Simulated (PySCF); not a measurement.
A structure optimised at PBE0-D3(BJ)/def2-SVPD, used in a PySCF frequency run:

```
Al
F 1 1.7288
F 1 1.7288 2 108.41
F 1 1.7288 2 108.41 3 117.49
```
Charge -1, spin multiplicity 2.

Problem. Write its SMILES, formula and point group.

Solution. [F][Al-]([F])[F], AlF₃, C3v

Problem. What are its rotational constants (standard atomic weights)?

Solution. 6.2063, 6.2063, 3.3823 GHz
